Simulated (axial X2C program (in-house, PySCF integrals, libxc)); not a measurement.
Low determinants of ZrSn at the PBE0 level, 2c

Computed with an in-house all-electron X2C program for linear molecules (integrals from PySCF). Two-component (2c) means X2C with spin–orbit coupling and atomic mean-field two-electron Coulomb and Gaunt terms. Basis: Sn dyall-cv3z [11s12p9d4f1g], Zr dyall-cv3z [11s12p9d6f3g] (cores contracted in-house); Gaussian nuclei, density fitting, unrestricted open shells. Masses: Sn 119.902 u, Zr 89.905 u.

Search at 2.780 Å (vertical energies from the lowest determinant):

```
ΔE (eV)  state  electrons beyond evenly filled partner blocks  electrons in ±ω = 1/2, 3/2, 5/2, 7/2
   0.00  Ω = 4                               ω = 3/2, ω = 5/2                             58 25 7 0
   0.31  Ω = 2                               ω = 1/2, ω = 3/2                             59 25 6 0
   1.29  Ω = 0                                           none                             58 26 6 0
```

Lowest determinant, Ω = 4 (⟨Sz⟩ = 2.00, ⟨Lz⟩ = 2.00 at PBE0): Re = 2.772 Å, ωe = 210.2 cm⁻¹.

The determinant in row 2 of the search, Ω = 2 (⟨Sz⟩ = 1.01, ⟨Lz⟩ = 0.99 at PBE0), was followed along the bond at PBE0; measured from the minimum of the lowest determinant it gives:

Te = 0.270 eV (2179 cm⁻¹), Re = 2.675 Å, ωe = 209.8 cm⁻¹.

Q: Compare the bond of the determinant in row 2 with that of the lowest one.

A: At PBE0 its Re is 0.097 Å shorter and its force constant, which goes as ωe², is 1.00 times that of the lowest determinant. T0 ≈ Te + Δωe/2 = 2179 + (0) = 2179 cm⁻¹.

The search compares states at one distance, so a state with another bond length can lie lower; it is not exhaustive and yields mostly the lowest determinant of each block pattern, so other components and higher states of one pattern are missing. These are energies of single determinants, not of spin-adapted states; PBE0 term energies can be off by some tenths of an eV, and the functional has no current term. Open-shell Ω = 0 determinants with evenly filled partner blocks cannot be reached by this program, so the Ω shown need not be the lowest component. The lowest determinant need not be the ground state where others lie within half an eV.
